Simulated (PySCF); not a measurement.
Species: C₂H₆O₂Si.
Numbering: `[CH3:1][O:2][C:3](=[O:4])[SiH3:5]` (hydrogens: H6, H7, H8 on C1; H9, H10, H11 on Si5)

Structure used (PBE0-D3(BJ)/def2-SVP), in Å, numbered top down from 1:
```xyz
11
C2H6O2Si angstrom
C     -2.0222   -0.1037    0.2168
O     -0.6831   -0.3925   -0.1640
C      0.2722    0.2810    0.4911
O      0.0404    1.0825    1.3584
Si     2.0422   -0.1306   -0.1531
H     -2.6631   -0.7286   -0.4153
H     -2.2515    0.9607    0.0611
H     -2.1851   -0.3402    1.2786
H      2.9782   -0.0313    1.0003
H      2.3884    0.8975   -1.1777
H      2.0945   -1.4894   -0.7631
```

The closed-shell ground state was solved at several levels (PySCF, density fitting, gas phase, non-relativistic).

| level | basis functions | total energy (Eh) | HOMO (eV) | LUMO (eV) | gap (eV) | dipole (D) |
| --- | --- | --- | --- | --- | --- | --- |
| PBE0/def2-SVPD | 158 | -519.1287 | -7.92 | -0.75 | 7.17 | 1.79 |
| KT2/pcSseg-2 | 271 | -525.9216 | -6.51 | -1.71 | 4.80 | 1.71 |

Question: What might PBE0/pcSseg-1 (122 basis functions) give for the same quantities?

Answer: Total energy -519.3421 Eh, HOMO -7.81 eV, LUMO -0.56 eV, gap 7.25 eV, dipole 1.75 D.

Question: Over all these levels, which gives the widest orbital gap and which the narrowest?

Answer: PBE0/pcSseg-1 (global hybrid, 25 % exact exchange) has the widest, 7.25 eV, and KT2/pcSseg-2 (GGA) the narrowest, 4.80 eV. Functional and basis both differ between the two, so the spread mixes both effects.

Question: How far do the dipole and the HOMO energy spread over the levels?

Answer: The dipole runs from 1.71 to 1.79 D (mean 1.75 D) and the HOMO from -7.92 to -6.51 eV.

One conformer stands for the species.
